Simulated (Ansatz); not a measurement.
The cluster Cd₃S₄, relaxed as a singlet with RKS PBE-D4/def2-SVP in Ansatz, starting from the GFN1-xTB geometry. Force threshold 0.02 eV/Å.

In the def2 sets Cd takes a core potential; there is no spin–orbit coupling. The restricted singlet is unstable towards broken spin symmetry in Hartree–Fock (as tested in another run); at PBE-D4/def2-SVP this wasn't settled. Another isomer (singlet) lies 2.41 eV lower at PBE0-D4/def2-TZVP; other spin states weren't run for this one.

Start:

```xyz
7

Cd   -0.6918   -2.5082    0.6411
Cd    1.7043   -2.1083   -1.1956
Cd   -1.9217    0.1905    0.3391
S    -0.4087    1.1427    2.0381
S    -0.6299    0.5480   -1.7715
S     1.2306    0.9317    0.8690
S     0.7172    1.8036   -0.9203
```

```csv
step,energy (eV),largest force component (eV/Å),SCF passes
1,-57005.1042,1.239,23
2,-57005.2810,0.393,28
3,-57005.3197,0.155,22
4,-57005.3612,0.150,28
5,-57005.3759,0.200,22
6,-57005.3869,0.219,21
7,-57005.4000,0.187,23
8,-57005.4112,0.157,30
9,-57005.4156,0.115,23
10,-57005.4194,0.118,24
11,-57005.4219,0.045,24
12,-57005.4232,0.035,24
13,-57005.4241,0.042,24
14,-57005.4246,0.025,25
15,-57005.4248,0.024,24
16,-57005.4249,0.015,25
```

Force components are those of the run's own axes.

End:

```
atom    x (Å)    y (Å)    z (Å)
 Cd1  -0.6715  -2.0315  -0.0024
 Cd2   2.1756  -1.9245  -1.2014
 Cd3  -2.1504   0.1911   0.8460
  S4  -0.4035   1.6023   2.0633
  S5  -0.9053   0.3594  -1.6759
  S6   1.0821   0.6206   1.0529
  S7   0.8731   1.1827  -1.0825
```

Bonds formed: Cd1–S5 (atoms count from 1).

No frequencies were taken in this run, so the end may be a saddle point.

Run time 32 s (4 threads of Arm Neoverse V2 on a shared host).
